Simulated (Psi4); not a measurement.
H$_{3}$Cl$_{3}$OSiTi, charge +1, doublet, geometry from GFN2-xTB of the parent state (such geometries of metal compounds can be far from the true shape) (the multiplicity is a formal guess); PBE0/STO-3G (Psi4 1.11).

Psi4 was given this input:
```
memory 2 GB

molecule {
1 2
  Ti   -0.04057289    0.34722323    0.06469594
  Cl   -0.90609797    2.23164855    0.81235588
  Cl    0.34105284   -0.50987208    2.05944170
  Cl   -1.82427451   -0.22020241   -1.10388905
  O     1.29011919   -0.30758587   -0.90881688
  Si    1.80116021   -1.73649095   -1.39436804
  H     3.18518706   -1.88985918   -0.88816308
  H     1.87296690   -1.68040312   -2.87350873
  H     0.91568726   -2.82384729   -0.92439606
}

set basis sto-3g
set reference uks

energy('pbe0')
print_variables()
```

Output, abridged:

```
   => Loading Basis Set <=

    Name: STO-3G
    Role: ORBITAL
    Keyword: BASIS

         ---------------------------------------------------------
                                   SCF
               by Justin Turney, Rob Parrish, Andy Simmonett
                          and Daniel G. A. Smith
                              UKS Reference
         ---------------------------------------------------------

  ==> Geometry <==

    Molecular point group: c1
    Full point group: C1

    Geometry (in Angstrom), charge = 1, multiplicity = 2:

       Center              X                  Y                   Z               Mass
    ------------   -----------------  -----------------  -----------------  -----------------
         TI           0.001710327213     0.301131978157     0.031398671469    47.947941980000
         CL          -0.863814752787     2.185557298157     0.779058611469    34.968852682000
         CL           0.383336057213    -0.555963331843     2.026144431469    34.968852682000
         CL          -1.781991292787    -0.266293661843    -1.137186318531    34.968852682000
         O            1.332402407213    -0.353677121843    -0.942114148531    15.994914619570
         SI           1.843443427213    -1.782582201843    -1.427665308531    27.976926534650
         H            3.227470277213    -1.935950431843    -0.921460348531     1.007825032230
         H            1.915250117213    -1.726494371843    -2.906805998531     1.007825032230
         H            0.957970477213    -2.869938541843    -0.957693328531     1.007825032230

  Running in c1 symmetry.

  Rotational constants: A =      0.04737  B =      0.02801  C =      0.02193 [cm^-1]
  Rotational constants: A =   1420.23311  B =    839.78612  C =    657.59469 [MHz]
  Nuclear repulsion =  744.293722578339953

  Charge       = 1
  Multiplicity = 2
  Electrons    = 97
  Nalpha       = 49
  Nbeta        = 48

  ==> Algorithm <==

  SCF Algorithm Type is DF.
  DIIS enabled.
  MOM disabled.
  Fractional occupation disabled.
  Guess Type is SAD.
  Energy threshold   = 1.00e-06
  Density threshold  = 1.00e-06
  Integral threshold = 1.00e-12

  ==> Primary Basis <==

  Basis Set: STO-3G
    Blend: STO-3G
    Number of shells: 34
    Number of basis functions: 62
    Number of Cartesian functions: 63
    Spherical Harmonics?: true
    Max angular momentum: 2

  ==> DFT Potential <==

   => LibXC <=

    Version 7.1.2
[...]
      Ntotal   =   96.9999697034 ; deviation = -3.030e-05

   @Spin Contamination Metric:   1.068901152E-02
   @S^2 Expected:                7.500000000E-01
   @S^2 Observed:                7.606890115E-01
   @S   Expected:                5.000000000E-01
   @S   Observed:                5.000000000E-01

    Orbital Energies [Eh]
    ---------------------

    Alpha Occupied:

[...]
      49A     -0.474461

    Alpha Virtual:

[...]
      62A      0.315055

    Beta Occupied:

[...]
    Beta Virtual:

[...]
    Final Occupation by Irrep:
              A
    DOCC [    48 ]
    SOCC [     1 ]
    NA   [    49 ]
    NB   [    48 ]

  @DF-UKS Final Energy: -2567.72386370897675

   => Energetics <=

    Nuclear Repulsion Energy =            744.2937225783399526
    One-Electron Energy =               -5002.2944971525748770
    Two-Electron Energy =                1807.7870084197811593
    DFT Exchange-Correlation Energy =    -117.5100975545228721
    Empirical Dispersion Energy =           0.0000000000000000
    VV10 Nonlocal Energy =                  0.0000000000000000
    Total Energy =                      -2567.7238637089767508

  UHF NO Occupations:
  HONO-2 :   47  A 1.9994232
  HONO-1 :   48  A 1.9965554
  HONO-0 :   49  A 1.0000000
  LUNO+0 :   50  A 0.0034446
  LUNO+1 :   51  A 0.0005768
  LUNO+2 :   52  A 0.0004956
  LUNO+3 :   53  A 0.0002772

Computation Completed

Properties will be evaluated at   0.000000,   0.000000,   0.000000 [a0]

Properties computed using the SCF density matrix

 Multipole Moments:

 ------------------------------------------------------------------------------------
     Multipole            Electronic (a.u.)      Nuclear  (a.u.)        Total (a.u.)
 ------------------------------------------------------------------------------------

 L = 1.  Multiply by 2.5417464519 to convert [e a0] to [Debye]
 Dipole X            :         -5.9866715            7.8305630            1.8438916
 Dipole Y            :          7.3597143           -8.5357842           -1.1760698
 Dipole Z            :          4.8002112           -6.1664260           -1.3662148
 Magnitude           :                                                    2.5786856

 ------------------------------------------------------------------------------------

  Variable Map:
  ----------------------------------------------------------------------------
[...]
  Array Variable Map:
  ----------------------------------------------------------------------------
[...]
[...]
```
